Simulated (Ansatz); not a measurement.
H3GeNO, SMILES `[NH2][Ge][OH]` (lower singlet) (charge 0, multiplicity 1). This singlet lies 2.69 eV below the relaxed triplet at the level frozen-core CCSD(T)/cc-pVTZ // B3LYP-D3(BJ)/def2-TZVP (Ansatz, a program for electronic structure).

These are LDA/cc-pVTZ // B3LYP-D3(BJ)/def2-TZVP (Ansatz) values and carry that method's errors.

Ansatz 0.2 input:
```yaml
crystal:
  periodic: [false, false, false]
  atoms:
    - { symbol: N, position_ang: [-0.97692, 0.011912, 0.01279] }
    - { symbol: Ge, position_ang: [0.349826, -0.762161, 1.030843] }
    - { symbol: O, position_ang: [1.798644, -0.145563, 0.143988] }
    - { symbol: H, position_ang: [-1.952541, -0.121306, 0.233395] }
    - { symbol: H, position_ang: [-0.854123, 0.601157, -0.798869] }
    - { symbol: H, position_ang: [1.635113, 0.415961, -0.622146] }
basis:
  gaussian: { orbitals: cc-pVTZ }
hamiltonian:
  xc: lda
```

Output:

```
Functional definition: SPW92
879 factors; their error is unknown
mean field evaluation 1: about -59978.4338 eV, gradient 9.8e1 eV
mean field evaluation 2: about -59893.5324 eV, gradient 2.0e2 eV
mean field evaluation 4: about -59994.0090 eV, gradient 1.8e1 eV
mean field evaluation 8: about -59994.8218 eV, gradient 9.4e-2 eV
mean field evaluation 16: about -59994.8088 eV, gradient 4.3e-5 eV
mean field -59994.80879766 eV, -2204.7685573719 hartree, gradient 4.3e-5 eV, S^2 0.000000; 0 other end points of the search recorded, 0 dependent functions left out
reference -59994.80882816 eV, -2204.7685584930 hartree; 25, 25 occupied and 120, 120 virtual orbitals, 879 factors
Total energy: -59994.80882816 eV, -2204.7685584930 hartree
```
